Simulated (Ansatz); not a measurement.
**Question.** Name a neutral molecule of Ag, Br, F, P with ideal-gas entropy at 298 K and 1 bar (rigid rotor, harmonic PBE0-D4/def2-TZVP) between 381 and 397 J/(mol·K) and HOMO energy (PBE0/def2-TZVPP) between -7.40 and -7.10 eV (Ansatz, PBE0-D4/def2-TZVP geometry).

**Answer.** `F[P+](F)(F)[Ag-][Br]` (391 J/(mol·K), -7.27 eV). Other molecules can fit too; these were computed, each in one conformer that needn't be the lowest.
